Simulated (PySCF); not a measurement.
## Relaxation of singlet BrF₃

Level of theory: PySCF, PBE0, basis Br def2-TZVP, F def2-TZVP (no relativity, density fitting). A (50,194) grid was used.

A hand-made T-shaped start, of C2v symmetry, held to at least that symmetry:

Coordinates in bohr (charge 0 multiplicity 1):
```
Br    0.0000    0.0000   -0.5030
F     0.0000    0.0000    2.8607
F     3.3616    0.0000   -0.3856
F    -3.3616    0.0000   -0.3856
```

(1) What forces act on the atoms at the start (eV/Å)?

(2) What does it relax to?

(3) How much energy is released, and in how many steps?

## Answers

(1) 
```tsv
atom	Fx	Fy	Fz
Br1	0.00	0.00	0.80
F2	0.00	0.00	-1.35
F3	0.69	0.00	0.28
F4	-0.69	0.00	0.28
```

(2) It ends at C2v with Br–F 1.722 Å, Br–F 1.809 Å (×2); F–Br–F 85.8° (×2), F–Br–F 171.6° (after a last refinement on a finer grid). A frequency run shows a minimum. Other isomers or separated fragments may lie lower.

(3) 7.7 kJ/mol in 3 steps.
